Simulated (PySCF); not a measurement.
ClH6NSSi2, SMILES [SiH2](S[SiH2]Cl)N. Atoms are numbered in the order given.

```xyz
11

Si     1.4058    -0.5728     0.6769
Cl     1.9062     1.4507     0.5858
S     -0.0274    -1.0856    -0.8176
Si    -1.6235     0.3221    -0.2726
N     -3.2000    -0.3265    -0.5128
H      0.8883    -0.8123     2.0482
H      2.6232    -1.3781     0.4128
H     -1.5084     1.5208    -1.1388
H     -1.4183     0.6450     1.1642
H     -3.5997    -0.3305    -1.4467
H     -3.5055    -1.1401     0.0136
```
Charge 0, spin multiplicity 1.

Coordinates come from a B3LYP-D3(BJ)/def2-SVP optimisation. This is a generated structure with no PubChem entry under its InChIKey; it may be hypothetical. One conformer was computed; it need not be the lowest.

Computed with PySCF with B3LYP/def2-TZVP.

Gas-phase values at a fixed geometry.

Computed frontier levels, gap, dipole moment and polarisability:
```
Property                                                                                                         Value
---------------------------------------------------------------------------------------------  -----------------------
highest occupied level                                                                                        -7.23 eV
lowest empty level                                                                                            -0.34 eV
orbital gap                                                                                                    6.89 eV
dipole moment                                                                                                   2.37 D
quadrupole, principal values (traceless, Buckingham form, about the centre of nuclear charge)   -7.43, -0.45, 7.88 D·Å
mean static polarisability                                                                       90.3 bohr³ (13.37 Å³)
polarisability, principal values                                                               73.8, 86.7, 110.3 bohr³
```
